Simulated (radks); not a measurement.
Al5+, 8 electrons, occupied as [He] 2s2 2p4.

All-electron calculation, Dirac Kohn-Sham, PBE, spin-unpolarised, spherical densities, finite nucleus; open shells are shared between the two j in proportion to 2j + 1; Fermi nuclear charge, rms radius 3.061 fm. Program: a radial shooting solver on a logarithmic mesh with Libxc functionals.

Energy parts (hartree):
| part | energy |
|---|---|
| total | -230.49285 |
| kinetic | 231.14779 |
| electron-nucleus | -519.17600 |
| Hartree | 72.89274 |
| exchange-correlation | -15.35739 |

Orbitals (lengths in bohr, moments of r in powers of bohr; r(max) is where P^2 peaks; r(90%) holds 90 % of the orbital's charge):
| orbital | occ. | eigenvalue (hartree) | <1/r> | r(max) | r(90%) |
|---|---|---|---|---|---|
| 1s1/2 | 2 | -60.24172 | 12.64 | 0.07833 | 0.214 |
| 2s1/2 | 2 | -7.80884 | 2.505 | 0.4793 | 0.912 |
| 2p1/2 | 1.33333 | -6.48859 | 2.417 | 0.4033 | 0.889 |
| 2p3/2 | 2.66667 | -6.46873 | 2.407 | 0.4047 | 0.892 |

The highest occupied level is 2p3/2 at -176.02 eV. For comparison, the ionisation energy in NIST's Atomic Spectra Database is 190.49 eV (semi-empirical). In exact Kohn-Sham theory the highest level is minus the ionisation energy, but local and semilocal functionals leave it too shallow, through self-interaction and a potential that decays too fast; potentials with the right tail come closer. The density falls to 0.001 e/bohr^3 at r = 1.73 bohr.

Beside tabulated values, note that spin-unpolarised runs miss the spin-polarisation part of the exchange energy of open shells.
